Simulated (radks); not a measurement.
The numbers below are computed, except where a source is named.
Al2+, 11 electrons, occupied as [Ne] 3s1.

Code: a radial shooting solver on a logarithmic mesh with Libxc functionals. Model: Dirac Kohn-Sham, PBE, spin-unpolarised, spherical densities, finite nucleus; Fermi nuclear charge, rms radius 3.061 fm.

Energy parts (hartree):
| part | energy |
|---|---|
| total | -241.76653 |
| kinetic | 242.33090 |
| electron-nucleus | -570.24421 |
| Hartree | 104.12646 |
| exchange-correlation | -17.97968 |

Orbitals (lengths in bohr, moments of r in powers of bohr; <r^-3> diverges for s and p1/2; r(max) is where P^2 peaks):
| orbital | occ. | eigenvalue (hartree) | <r> | <r^2> | r(max) | <r^-3> | small-component weight |
|---|---|---|---|---|---|---|---|
| 1s1/2 | 2 | -56.30708 | 0.1202 | 0.01946 | 0.07835 | - | 2.11e-03 |
| 2s1/2 | 2 | -4.73181 | 0.6247 | 0.4678 | 0.4962 | - | 2.87e-04 |
| 2p1/2 | 2 | -3.32760 | 0.5994 | 0.4561 | 0.4270 | - | 2.66e-04 |
| 2p3/2 | 4 | -3.31129 | 0.6016 | 0.4593 | 0.4286 | 35.72 | 2.64e-04 |
| 3s1/2 | 1 | -0.87269 | 2.204 | 5.567 | 1.910 | - | 4.12e-05 |

The highest occupied level is 3s1/2 at -23.747 eV. For comparison, the ionisation energy in NIST's Atomic Spectra Database is 28.448 eV (measured). In exact Kohn-Sham theory the highest level is minus the ionisation energy, but local and semilocal functionals leave it too shallow, through self-interaction and a potential that decays too fast; potentials with the right tail come closer.

Beside tabulated values, note that spin-unpolarised runs miss the spin-polarisation part of the exchange energy of open shells.
